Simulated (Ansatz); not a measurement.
`FC[SiH2]Br` + `O[SiH3]` → `[SiH3]O[SiH2]Br` + `CF` at 298.15 K and 1 bar (ligand exchange at the Si–C bond).

Program: Ansatz. Geometries: PBE0-D4/def2-TZVP. ΔE: electronic, gas phase. CCSD(T)/CBS is the MP2 limit (def2-TZVPP, def2-QZVPP) plus CCSD(T) − MP2 in def2-TZVPP, frozen cores. This one scheme is used for every species. For Br outer-core shells are correlated without core-valence functions, which leaves a few kJ/mol of doubt a bond. Scalar relativity is left out up to krypton. Each species was taken in one conformer, which may not be the lowest.

| species | CCSD(T)/CBS energy (Eh) | H − E (kJ/mol) | S (J/(mol·K)) |
| --- | --- | --- | --- |
| `FC[SiH2]Br` | -3002.67960 | 143.9 | 333.4 |
| `O[SiH3]` | -366.69042 | 113.6 | 257.8 |
| `[SiH3]O[SiH2]Br` | -3229.78766 | 148.5 | 376.6 |
| `CF` | -139.63461 | 113.4 | 222.6 |

H − E and S are ideal-gas, rigid-rotor, harmonic terms from PBE0-D4/def2-TZVP, for one conformer and one mirror image of each species. 1 Eh = 2625.50 kJ/mol, R = 8.31446 J/(mol·K).

By hand: ΔE, ΔH, ΔS and ΔG.

ΔE = (-3229.78766) + (-139.63461) − (-3002.67960) − (-366.69042) = -0.05225 Eh = -137.2 kJ/mol. Δ(H − E) = 148.5 + 113.4 − 143.9 − 113.6 = 4.4, so ΔH = -132.8 kJ/mol. ΔS = 376.6 + 222.6 − 333.4 − 257.8 = 8.0 J/(mol·K). ΔG = -132.8 − 298.15 × (8.0)/1000 = -135.2 kJ/mol.

By hand: the equilibrium constant, and the temperature at which ΔG would vanish if ΔH and ΔS stayed fixed.

log₁₀ K = −ΔG/(RT ln 10) = 23.7. ΔH and −TΔS have one sign here, so there is no such temperature.

The number of gas molecules stays the same, so ΔS is small and ΔH decides. A doubt of 5 kJ/mol in ΔE shifts log₁₀ K by 0.9 here. Other conformers and mirror images would add mixing entropy, several J/(mol·K) or more a flexible species. Modes under 60 cm⁻¹, often nearly free rotors, make the harmonic entropy too high. These are equilibria of isolated gas molecules and say nothing of rates. Largest T1 diagnostic: 0.011 (customary marks: 0.02 for closed shells, 0.045 for open ones).

ΔS is within the doubt of such terms, so its sign, and with it that verdict, could turn.
